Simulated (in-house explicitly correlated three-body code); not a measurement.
Computed with an exponentially correlated three-body code. Model: two electrons around a point charge, non-relativistic, variational in 260 exponentially correlated functions (energies converged to about 1e-7 hartree, or 1e-8 relative for large Z).

For two electrons in a singlet the Kohn-Sham orbital is the square root of half the density, so the exact Kohn-Sham potential and energy parts follow from the density alone, and exchange is minus half the Hartree energy. The Kohn-Sham level equals minus the binding energy of the second electron.

Command:
```bash
python run_hyl.py task.json out
```
Settings (lengths in bohr, energies in hartree):
```
Z                      1.22
interaction_strength   1
functions              260
states_tried           13
```

Run time, properties included: 69 s on 1 thread of Arm Neoverse N1, on a shared host.

**Electric-dipole lines between converged S and P states, rate of the upper state's decay.**

Given: nuclear charge 1.22.

| s state | p state | p minus s (eV) | oscillator strength from s | rate (1/s) |
| --- | --- | --- | --- | --- |
| 1 1S | 2 1P | 3.4808 | 0.026404 | 4.6271e+06 |
| 1 1S | 3 1P | 3.5728 | 0.0084739 | 1.5645e+06 |
| 2 1S | 2 1P | 0.10333 | 0.84417 | 130380 |
| 2 1S | 3 1P | 0.19531 | 0.00043821 | 241.78 |
| 3 1S | 2 1P | -0.065917 | -0.39965 | 75349 |
| 3 1S | 3 1P | 0.02606 | 1.33 | 13064 |
| 4 1S | 2 1P | ? | ? | ? |
| 4 1S | 3 1P | ? | ? | ? |
| 2 3S | 2 3P | 0.18633 | 0.86514 | 434460 |
| 2 3S | 4 3P | 0.3128 | 0.0093343 | 13210 |
| 3 3S | 2 3P | -0.050804 | -0.47677 | 53398 |
| 3 3S | 4 3P | 0.075663 | 0.084743 | 7017.2 |
| 4 3S | 2 3P | -0.1102 | -0.019429 | 10239 |
| 4 3S | 4 3P | 0.016265 | 1.6963 | 6491.2 |

(1) What belongs in the row 4 1S 2 1P?

(2) What belongs in the row 4 1S 3 1P?

**Exact Kohn-Sham parts of the ground state from its density.**

Computed: Kohn-Sham kinetic 0.84719 hartree; exchange energy -0.53051 hartree; DFT correlation energy -0.040466 hartree; kinetic part of the DFT correlation energy 0.031008 hartree; potential part of the DFT correlation energy -0.071474 hartree; exact minus restricted Hartree-Fock -0.039925 hartree; Kohn-Sham level -3.6461 eV; restricted Hartree-Fock level -4.1183 eV; dipole polarisability 27.24 bohr³; C6 of two such species 112.93 hartree·bohr⁶.

(3) What is the Hartree energy?

(4) What is the total energy?

**Functionals on the exact density and self-consistent, errors are functional minus exact, hybrids only self-consistent, a dash where a self-consistent run leaves the top level unbound.**

```tsv
result	exchange error (millihartree)	correlation error (millihartree)	functional driven error (millihartree)	density driven error (millihartree)	self consistent total error (millihartree)	top level plus exact binding (eV)
LDA PW92	68.918	-44.097	24.821	-	-	-
M06-L	-8.2514	7.36	-0.89147	-2.2522	-3.1437	3.6154
PBE0	-	-	-	-	3.3298	2.6241
SCAN	-7.4703	7.342	-0.12836	-0.14903	-0.27739	3.531
LDA VWN5	?	?	?	-	-	-
BP86	?	?	?	?	?	?
wB97X	-	-	-	-	-3.2486	0.074792
PW91	-3.8493	3.0039	-0.84534	-	-	-
r2SCAN0	-	-	-	-	1.7032	2.4556
BLYP	-7.859	5.1159	-2.7431	-	-	-
```

(5) What belongs in the row LDA VWN5?

(6) What belongs in the row BP86?

**Density and exact potentials over r, pair density (one pair, times 4 pi r12^2) and exact minus Kohn-Sham pair density over r12.**

```
radius (bohr)  radial density (electrons/bohr)  exchange potential (hartree)  intracule density (1/bohr)  Coulomb hole against Kohn-Sham (1/bohr)  correlation potential (hartree)
        0.179                          0.17372                      -0.88993                   0.0045574                                -0.007254                           -0.059
        0.213                          0.22691                      -0.88341                    0.006581                                 -0.00998                           -0.055
        0.252                          0.28967                      -0.87508                   0.0093961                                 -0.01348                            -0.05
        0.299                          0.36525                      -0.86403                    0.013499                                 -0.01812                           -0.044
        0.354                          0.45054                      -0.84999                    0.019284                                 -0.02396                           -0.036
         0.42                          0.54487                      -0.83194                    0.027597                                 -0.03123                           -0.027
        0.497                          0.64058                      -0.80978                    0.039085                                 -0.03966                           -0.017
        0.589                                ?                             ?                           ?                                        ?                                ?
        0.699                          0.81053                      -0.74932                    0.076925                                 -0.05834                            0.007
        0.828                          0.86287                      -0.71098                     0.10523                                  -0.0658                            0.019
        0.981                          0.88111                       -0.6672                     0.14069                                 -0.06919                            0.029
         1.16                           0.8598                      -0.61923                     0.18191                                 -0.06597                            0.037
         1.38                           0.7962                      -0.56568                     0.22784                                 -0.05365                            0.041
         1.63                          0.70144                      -0.51204                     0.26899                                 -0.03322                             0.04
         1.94                          0.57874                      -0.45523                     0.29978                                -0.006201                            0.035
          2.3                                ?                             ?                           ?                                        ?                                ?
         2.72                          0.32752                      -0.34949                     0.28793                                  0.03559                            0.019
         3.22                          0.22007                      -0.30166                     0.24077                                  0.03899                            0.011
         3.82                          0.13397                      -0.25786                     0.17555                                  0.03043                            0.005
         4.53                         0.073026                      -0.21921                     0.10942                                  0.01672                            0.002
         5.37                         0.034892                      -0.18569                    0.056999                                 0.005398                            0.001
         6.36                         0.014297                      -0.15708                     0.02434                               -0.0001785                                0
         7.54                        0.0048241                      -0.13259                   0.0082459                                -0.001332                                0
```

(7) What belongs in the row 0.589?

(8) What belongs in the row 2.3?

## Answers

(1) p minus s (eV): -0.11384; oscillator strength from s: -0.038952; rate (1/s): 21905.

(2) p minus s (eV): -0.021865; oscillator strength from s: -0.78886; rate (1/s): 16365.

(3) 1.061 hartree.

(4) -0.878192716 hartree.

(5) exchange error (millihartree): 68.918; correlation error (millihartree): -44.177; functional driven error (millihartree): 24.741.

(6) exchange error (millihartree): -7.859; correlation error (millihartree): -1.1245; functional driven error (millihartree): -8.9836; density driven error (millihartree): -0.4578; self consistent total error (millihartree): -9.4414; top level plus exact binding (eV): 3.6171.

(7) radial density (electrons/bohr): 0.73244; exchange potential (hartree): -0.78241; intracule density (1/bohr): 0.055088; Coulomb hole against Kohn-Sham (1/bohr): -0.04902; correlation potential (hartree): -0.006.

(8) radial density (electrons/bohr): 0.44977; exchange potential (hartree): -0.40071; intracule density (1/bohr): 0.30786; Coulomb hole against Kohn-Sham (1/bohr): 0.01915; correlation potential (hartree): 0.027.

The correlation energy of density-functional theory lies 0.54 millihartree below exact minus Hartree-Fock, because the Hartree-Fock density, unlike the exact one, minimises the Hartree-Fock energy.
